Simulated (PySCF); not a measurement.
## Electron correlation in Sb²⁺ (antimony, charge +2)

[Kr] 4d10 5s2 5p1, 2P determinant. All numbers are calculated (PySCF 2.14, scalar relativity by spin-free X2C-1e, in x2c-QZVPPall (13s9p7d4f1g, 112 functions)). Frozen: [Ar] 3d10; 21 electrons correlated.

MP2 pair energies summed by pair of shells (mhartree):

| pair | energy | share (%) |
| --- | --- | --- |
| 4d-4d | -331.47 | 47.7 |
| 4p-4d | -114.80 | 16.5 |
| 4d-5s | -85.13 | 12.3 |
| 4p-4p | -40.52 | 5.8 |
| 4s-4d | -29.16 | 4.2 |
| 4d-5p | -22.80 | 3.3 |
| 5s-5s | -19.99 | 2.9 |
| 5s-5p | -16.24 | 2.3 |
| 4s-4p | -15.83 | 2.3 |
| 4p-5s | -10.46 | 1.5 |
| 4s-4s | -3.46 | 0.5 |
| 4p-5p | -2.85 | 0.4 |
| 4s-5s | -1.28 | 0.2 |
| 4s-5p | -0.37 | 0.1 |

Total MP2 correlation energy: -694.36 mhartree.

Same-spin part -238.02 and opposite-spin part -456.35 mhartree; SCS-MP2 scales them by 1/3 and 6/5 to -626.95 mhartree.

This basis was not built for core-valence correlation, so the inner-shell part is incomplete.
